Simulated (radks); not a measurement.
The mean radii <r> (bohr) of the occupied orbitals of an atom or ion are listed with their occupations. Calculated with a radial shooting solver on a logarithmic mesh with Libxc functionals: Dirac Kohn-Sham, PBE, spin-unpolarised, spherical densities, finite nucleus; Fermi nuclear charge, rms radius of each element as measured or else 0.836 A^(1/3) + 0.57 fm.

| orbital | occ. | <r> |
|---|---|---|
| 1s1/2 | 2 | 0.02191 |
| 2s1/2 | 2 | 0.09275 |
| 2p1/2 | 2 | 0.07746 |
| 2p3/2 | 4 | 0.08430 |
| 3s1/2 | 2 | 0.2440 |
| 3p1/2 | 2 | 0.2336 |
| 3p3/2 | 4 | 0.2467 |
| 3d3/2 | 4 | 0.2187 |
| 3d5/2 | 6 | 0.2228 |
| 4s1/2 | 2 | 0.5528 |
| 4p1/2 | 2 | 0.5647 |
| 4p3/2 | 4 | 0.5942 |
| 4d3/2 | 4 | 0.6300 |
| 4d5/2 | 6 | 0.6404 |
| 5s1/2 | 2 | 1.333 |
| 5p1/2 | 2 | 1.496 |
| 5p3/2 | 4 | 1.592 |
| 4f5/2 | 3 | 0.8594 |
| 4f7/2 | 4 | 0.8724 |
| 6s1/2 | 2 | 3.992 |
| 5d3/2 | 0.4 | 2.787 |
| 5d5/2 | 0.6 | 2.894 |

Name the element and its charge. Open shells, if any, are shared by 2j + 1.

Answer. Z = 64, gadolinium, charge 0: Gd in [Xe] 4f7 5d1 6s2. The 1s radius gives Z: for a bare nucleus <r> = (2 gamma + 1)/(2Z) with gamma = sqrt(1 - (Z/c)^2), 0.02163 bohr for Z = 64, and screening makes it slightly larger (0.02191 here). The occupations add up to 64, and the charge is Z minus that.
